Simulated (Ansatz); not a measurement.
Reaction (redistribution): `N=C[SiH](N)F` + `B1CO1` → `N=C[SiH2]F` + `NB1CO1`

Isolated molecules relaxed with PBE0-D4/def2-TZVP in Ansatz; ΔE leaves out vibrations. CBS: MP2 limit from def2 TZ/QZ plus the TZ coupled-cluster correction, frozen cores. Functionals use def2-TZVPP. Each species was taken in one conformer, which may not be the lowest.

CCSD(T)/CBS gives -21.1 kJ/mol.

(1) Another level gave -32.2 kJ/mol. Which?
A. LDA (SPW92)/def2-TZVPP
B. BHLYP-D4/def2-TZVPP
C. SCS-MP2/def2-TZVPP
D. PBE-D4/def2-TZVPP

Largest T1 diagnostic among the species: 0.016.

Results:

(1) D. PBE-D4 -32.2, BHLYP-D4 -27.5, SCS-MP2/def2-TZVPP -23.3, LDA (SPW92) -36.2 kJ/mol.

Leaving LDA and LC-ωPBE aside and taking each functional with its dispersion term where it has one, the values, not all of them listed here, spread over 8.4 kJ/mol, from PBE-D4 to ωB97M-V. At CCSD(T), def2-SVP lies −20.8 kJ/mol from the extrapolated value and def2-TZVPP −2.9 kJ/mol. In def2-TZVPP, CCSD(T) changes the Hartree–Fock value by +4.9 kJ/mol (the triples alone add +0.9 kJ/mol) and MP2 by +6.1 kJ/mol.
